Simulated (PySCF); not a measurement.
Cl2, triplet, geometry from GFN2-xTB (a higher spin typed on purpose: for a closed-shell molecule this is an excited state); DF-B3LYP/def2-TZVP (PySCF).

Here is a job for PySCF.
```python
from pyscf import gto, scf, dft

mol = gto.Mole()
mol.atom = '''
    Cl   -0.00000000   -0.00000000   -1.22009331
    Cl    0.00000000    0.00000000    1.22009331
'''
mol.basis = 'def2-tzvp'
mol.spin = 2
mol.verbose = 5
mol.build()

mf = dft.UKS(mol)
mf.xc = 'b3lyp'
mf = mf.density_fit(auxbasis='def2-universal-jkfit')
mf.kernel()
```

The log (banner, timings and long lists left out):

```
PySCF version 2.14.0

[INPUT] verbose = 5
[INPUT] max_memory = 4000
[INPUT] num. atoms = 2
[INPUT] num. electrons = 34
[INPUT] charge = 0
[INPUT] spin (= nelec alpha-beta = 2S) = 2
[INPUT] symmetry False subgroup None
[INPUT] Mole.unit = angstrom
[INPUT] Symbol           X                Y                Z      unit          X                Y                Z       unit  Magmom
[...]
[INPUT] ---------------- BASIS SET ----------------
[INPUT] l, kappa, [nprim/nctr], expnt,             c_1 c_2 ...
[INPUT] Cl
[...]
                                10426.15688       0.0041990463961
                                2373.2334061      0.021592141679
                                671.56420071      0.084598850094
                                218.4199979       0.24757249724
                                77.572249714      0.47016930228
                                28.888815277      0.37436370716
[...]
                                39.339582961      0.10786112456
                                7.6740679989      -0.27408821574
[...]
                                1.8385832573      0.68636955368
[...]
                                157.6424169       0.018879300374
                                50.262520978      0.087206341273
                                18.536078105      0.2528561297
                                7.2940532777      0.4350715482
[...]
                                1.011                1
[...]
nuclear repulsion = 62.6723434603047
number of shells = 26
number of NR pGTOs = 126
number of NR cGTOs = 74
basis = def2-tzvp
ecp = {}

******** <class 'pyscf.df.df_jk.DFUKS'> ********
method = DFUKS
initial guess = minao
damping factor = 0
level_shift factor = 0
DIIS = <class 'pyscf.scf.diis.CDIIS'>
diis_start_cycle = 1
diis_space = 8
diis_damp = 0
SCF conv_tol = 1e-09
SCF conv_tol_grad = None
SCF max_cycles = 50
direct_scf = False
number electrons alpha = 18  beta = 16
XC library pyscf.dft.libxc version 7.1.2
    S. Lehtola, C. Steigemann, M. J. T. Oliveira, and M. A. L. Marques,  SoftwareX 7, 1–5 (2018)
XC functionals = b3lyp
    P. J. Stephens, F. J. Devlin, C. F. Chabalowski, and M. J. Frisch,  J. Phys. Chem. 98, 11623 (1994)
radial grids:
    Treutler-Ahlrichs [JCP 102, 346 (1995); DOI:10.1063/1.469408] (M4) radial grids

becke partition: Becke, JCP 88, 2547 (1988); DOI:10.1063/1.454033
pruning grids: <function nwchem_prune>
grids dens level: 3
symmetrized grids: False
atomic radii adjust function: <function treutler_atomic_radii_adjust>
small_rho_cutoff = 0
Set gradient conv threshold to 3.16228e-05
atom Cl rad-grids = 80, ang-grids = [ 50  50  50  50  50  50  50  50  50  50  50  50  50  50  50  50  50  50
  50  50  50  50  50  50  86  86  86  86  86  86  86  86  86  86  86  86
  86 350 350 350 350 350 350 350 350 350 434 434 434 434 434 434 434 434
 434 434 434 434 434 434 434 434 434 434 350 350 350 350 350 350 350 350
 350 350 350 350 350 350 350 350]
tot_boxes 1053, boxes in each direction [ 7  7 11]
Padding 0 grids
tot grids = 37760
nelec by numeric integration = [16.99714378 16.99714378]
******** <class 'pyscf.df.df.DF'> ********
auxbasis = def2-universal-jkfit
num shells = 76, num cGTOs = 256
size of aux basis 256
int3c2e [1/1], AO [0:26], nrow = 2775
E1 = -1395.1062913573917  E2 = 412.137271240123  Ecoul = 468.5504209589754  Exc = -56.41314971885237
init E= -920.296676656964
cond(S) = 123.56512438111845

  alpha mo_energy =
[-101.55168414 -101.55167232   -9.51498611   -9.51495738   -7.2664919
   -7.26647365   -7.2662474    -7.2662474    -7.26624632   -7.26624632
   -0.88073926   -0.81446232   -0.43521314   -0.38280321   -0.38280321
   -0.33614109   -0.33614109   -0.26172164    0.27508225    0.27794383
    0.27794383    0.2805089     0.33143626    0.33143626    0.339789
    0.339789      0.36497198    0.3649726     0.4008884     0.40088919
    0.43001284    0.46892165    0.47316428    0.51833778    0.51833778
    0.92611304    1.5836858     1.5836858     1.63263876    1.63263922
[...]
   10.63049062   10.80306895   23.56074713   24.3850139 ]
  beta  mo_energy =
[-101.57251599 -101.57250525   -9.50135596   -9.50134766   -7.2563351
   -7.25633256   -7.25544333   -7.2554378    -7.25396324   -7.25395994
   -0.83373964   -0.77313225   -0.39208116   -0.36541764   -0.34062201
   -0.32297439   -0.25596049   -0.18438354    0.29519694    0.29616788
    0.29660646    0.29881857    0.35352577    0.35404835    0.35654595
    0.3588165     0.3929372     0.39385725    0.43068457    0.43171781
    0.45209685    0.49595404    0.50138746    0.54760339    0.55068905
    0.9514342     1.61062431    1.61304556    1.66022695    1.66085169
    1.71592218    1.71655206    1.73965816    1.79897546    1.80119168
    1.8575498     1.88604731    1.96851818    1.9685971     2.03149898
    2.03231414    2.0579739     2.05811855    2.06317831    2.06331572
    2.09247519    2.09327032    2.12443863    2.14757194    2.14767256
    2.18732357    2.18751437    2.24330973    2.28476996    2.28583181
    2.92897219   10.57834078   10.58803092   10.59090755   10.63485893
   10.63769054   10.82619615   23.57397321   24.39837667]
multiplicity <S^2> = 2.0059341  2S+1 = 3.0039534
nelec by numeric integration = [18.00000041 16.00000051]
E1 = -1395.3083394119753  E2 = 412.2790767731771  Ecoul = 468.71054292554385  Exc = -56.431466152366724
cycle= 8 E= -920.356919178494  delta_E= -9.72e-11  |g|= 1.57e-06  |ddm|= 1.33e-05
  alpha mo_energy =
[-101.58121818 -101.58120695   -9.50905536   -9.50902225   -7.27130387
   -7.27129779   -7.27111479   -7.27110617   -7.25882934   -7.25882374
   -0.88408455   -0.82973441   -0.45333075   -0.40941203   -0.38121028
   -0.36987797   -0.33975238   -0.30230563    0.26795316    0.26934591
    0.27628451    0.28729242    0.3201476     0.33064015    0.33530516
    0.345062      0.36584823    0.36640857    0.40005283    0.40145397
    0.4262981     0.46239426    0.47276078    0.50387622    0.52375126
    0.92557508    1.57715979    1.59498027    1.64094762    1.64174115
    1.69659335    1.69662495    1.71393862    1.76183936    1.77945124
    1.82328953    1.84775276    1.92084214    1.94093413    1.99620926
    1.99676445    2.02961587    2.02975486    2.03432702    2.03436995
    2.05465396    2.05727086    2.09066152    2.11225985    2.13679719
    2.15306924    2.17731559    2.2096873     2.24000924    2.26060495
    2.89806569   10.55497238   10.5646931    10.58367077   10.61143248
   10.63049052   10.80306876   23.56074698   24.38501375]
  beta  mo_energy =
[-101.57251611 -101.57250537   -9.50135616   -9.50134786   -7.2563353
   -7.25633276   -7.25544355   -7.25543802   -7.25396339   -7.25396009
   -0.83373978   -0.77313237   -0.39208143   -0.36541759   -0.34062212
   -0.32297441   -0.25596056   -0.18438371    0.29519679    0.29616781
    0.29660631    0.2988185     0.3535258     0.35404818    0.356546
    0.35881642    0.39293719    0.39385726    0.43068456    0.43171781
    0.45209676    0.49595393    0.50138728    0.54760325    0.55068895
    0.95143412    1.61062408    1.61304542    1.66022687    1.66085161
    1.7159221     1.71655199    1.73965783    1.79897522    1.80119158
    1.85754961    1.88604713    1.96851798    1.96859697    2.0314989
    2.03231406    2.05797393    2.05811858    2.06317834    2.06331574
    2.09247511    2.09327025    2.12443847    2.14757182    2.14767252
    2.18732351    2.18751427    2.24330959    2.28476976    2.28583173
    2.92897191   10.57834053   10.58803074   10.59090746   10.63485875
   10.63769045   10.82619592   23.57397303   24.3983765 ]
multiplicity <S^2> = 2.0059341  2S+1 = 3.0039535
nelec by numeric integration = [18.00000041 16.00000051]
E1 = -1395.3083434836985  E2 = 412.2790808448988  Ecoul = 468.7105471822496  Exc = -56.43146633735085
Extra cycle  E= -920.356919178495  delta_E= -1.59e-12  |g|= 5.35e-07  |ddm|= 1.74e-06
converged SCF energy = -920.356919178495  <S^2> = 2.0059341  2S+1 = 3.0039535
```
